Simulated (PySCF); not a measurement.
Gas-phase reaction: SnF₄ + 2 CF₃ ⇌ SnF₂ + 2 CF₄

Energies from PySCF (xtb for GFN2), thermal terms from the rigid-rotor harmonic-oscillator model, ideal gas at 1 bar. † marks an energy on the PBE0/def2-TZVP geometry and frequencies; other levels use their own. CCSD(T) freezes the core. Open shells (unrestricted): CF₃ (multiplicity 2); the rest are closed-shell singlets. GFN2 has no spin-polarisation term. B3LYP is the form with VWN-RPA correlation. Sn: scalar-relativistic def2 core potential, no spin-orbit coupling. CCSD(T) isn't extrapolated to the basis-set limit; its ΔH°(298 K) is -422.0 kJ in def2-SVP and -385.1 kJ in def2-TZVPP. The harmonic model lacks anharmonicity and excited electronic states, which grow with temperature; levels with a mode under 35 cm⁻¹ are left out.

| level | ΔE electronic, kJ | ΔH°(298 K), kJ | ΔS°(298 K), J/K | ΔG°(2500 K), kJ |
|---|---|---|---|---|
| B3LYP/def2-TZVP† | -387 | -379 | -48 | -236 |
| CCSD(T)/def2-SVP† | -430 | -422 | -48 | -280 |
| GFN2-xTB | -705 | -697 | -75 | -484 |
| PBE/def2-SVP | -460 | -452 | -52 | -301 |
| PBE0/def2-SVP† | -471 | -463 | -48 | -320 |
| PBE0/def2-TZVP | -391 | -382 | -48 | -240 |
| r2SCAN/def2-TZVP† | -364 | -355 | -48 | -213 |
| ωB97M-V/def2-TZVP† | -414 | -406 | -48 | -263 |
| ωB97X-V/def2-TZVP† | -388 | -379 | -48 | -237 |
ΔH° is lowest at GFN2-xTB and highest at r2SCAN/def2-TZVP†. No reference value is set beside these.
